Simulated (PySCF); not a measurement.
Isomers of C2H7NOSi, mass 89.030 u with the commonest isotopes. Computed with PySCF 2.14.0, PBE0-D3(BJ)/def2-SVP geometry optimisation, gas phase. One conformer each, none proved a minimum here; rigid rotors.

**Question.** Order these by out-of-plane moment Σ m c² = (Ia + Ib − Ic)/2, smallest first.
A. `[NH2:1][C:2](=[O:3])[CH2:4][SiH3:5]` with H–N1–C2–O3 -178° and -2°, N1–C2–C4–Si5 -80°
B. `[CH3:1][C:2](=[O:3])[NH:4][SiH3:5]` with C1–C2–N4–Si5 -179°
C. `[CH3:1]/[CH:2]=[N:3]\[SiH2:4][OH:5]` with C2–N3–Si4–O5 -137°, N3–Si4–O5–H -40°

**Answer.** B (4.62 u·Å²), C (13.05 u·Å²), A (20.23 u·Å²).

**Question.** Order these by rotational constant A, smallest first.
A. `[CH3:1][C:2](=[O:3])[NH:4][SiH3:5]` with C1–C2–N4–Si5 -179°
B. `[CH3:1]/[CH:2]=[N:3]\[SiH2:4][OH:5]` with C2–N3–Si4–O5 -137°, N3–Si4–O5–H -40°
C. `[NH2:1][C:2](=[O:3])[CH2:4][SiH3:5]` with H–N1–C2–O3 -178° and -2°, N1–C2–C4–Si5 -80°

**Answer.** C (7328 MHz), A (9789 MHz), B (11048 MHz).

**Question.** Order these by rotational constant B, smallest first.
A. `[CH3:1][C:2](=[O:3])[NH:4][SiH3:5]` with C1–C2–N4–Si5 -179°
B. `[NH2:1][C:2](=[O:3])[CH2:4][SiH3:5]` with H–N1–C2–O3 -178° and -2°, N1–C2–C4–Si5 -80°
C. `[CH3:1]/[CH:2]=[N:3]\[SiH2:4][OH:5]` with C2–N3–Si4–O5 -137°, N3–Si4–O5–H -40°

**Answer.** C (1971 MHz), B (2317 MHz), A (2404 MHz).

```csv
SMILES,point group,Ia (u·Å²),Ib (u·Å²),Ic (u·Å²),κ,μa (D),μb (D),μc (D)
C/C=N\[SiH2]O,C1,45.74,256.38,276.03,-0.97,2.33,0.37,0.15
NC(=O)C[SiH3],C1,68.97,218.08,246.59,-0.90,0.99,3.21,1.07
CC(=O)N[SiH3],near Cs,51.63,210.20,252.59,-0.90,0.65,3.44,0.02
```
